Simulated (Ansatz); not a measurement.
Reading a saddle point

A first-order saddle point of Si$_{3}$N$_{2}$H$_{9}$ClF, doublet, PBE0-D4/def2-TZVP, with one imaginary mode of 632i cm⁻¹:

Si1  (0.559, 1.338, 0.368)
N2  (1.611, -0.036, -0.305)
Si3  (1.151, -0.747, -1.874)
N4  (-1.100, 1.012, 0.208)
Si5  (-2.085, -0.182, 1.036)
Cl6  (1.487, 2.144, 2.027)
H7  (1.197, -0.619, 0.641)
F8  (0.399, -0.513, 1.587)
H9  (2.600, 0.182, -0.225)
H10  (-0.038, -1.591, -1.642)
H11  (0.860, 0.338, -2.840)
H12  (2.307, -1.551, -2.335)
H13  (-1.611, 1.700, -0.326)
H14  (-1.827, -1.565, 0.572)
H15  (-2.042, -0.084, 2.510)
H16  (-3.469, 0.174, 0.598)
(Å)

Computed with Ansatz 0.2.0 (basis: def2-TZVPP and def2-QZVPP); correlated methods freeze the cores; orbitals are unrestricted. Extrapolation: Hartree–Fock as exp(−7.88 √X), correlation as X^−2.97.

Problem. Which contacts change along the imaginary mode, and what lies on either side? (A judgement: the text doesn't fix the answer.)

Solution. The calculation gives: The step is Si₃N₂H₈Cl ([SiH3][NH][Si]([Cl])[NH][SiH3]) + HF → Si₂NH₄ClF ([F][Si]([Cl])[NH][SiH3]) + SiNH₅ ([NH2][SiH3]) (still joined by a long Si–N bond), with the molecules in contact on both sides. Shortening one way: Si1–F8, N2–H7; lengthening the same way: Si1–N2, H7–F8.
```tsv
pair	one side (Å)	saddle (Å)	other side (Å)
Si1–F8	3.56	2.22	1.62
N2–H7	1.76	1.19	1.02
Si1–N2	1.74	1.86	2.21
H7–F8	0.95	1.24	2.59
```

Problem. Which side is lower, and how far does the saddle lie above each? (To be estimated.)

Solution. By the calculation: The side with Si1–F8, N2–H7 short is lower by 0.683 eV; the saddle lies 1.415 eV above it and 0.732 eV above the other (CCSD(T) at an estimated basis limit (MP2 extrapolated from triple and quadruple zeta, plus CCSD(T) − MP2 in triple zeta); electronic energies).

No T1 diagnostic of these runs exceeds 0.014. ⟨S²⟩ of the unrestricted Hartree–Fock references: 0.75 to 0.76 (a pure state has 0.75).

Steps of this kind, hydrogen fluoride cutting a network bond, underlie vapour etching and the fluorination step of atomic layer etching. Here a small cluster stands in for the surface site.

Labels in which every atom is bracketed show which atoms are joined, not bond orders.

For scale, one of the runs: CCSD(T)/def2-TZVPP, 387 basis functions, launched by `ansatz run in.yaml --threads 5 --pin off --events-out ev --progress --plain --max-ram 66560MiB --backend cuda --devices 0, --max-vram 37GiB`. The run took 110 s on 5 CPU threads of an AMD EPYC 7R13 and a share of one NVIDIA H100 (shared host), with 1.7 GiB of host memory at its peak.
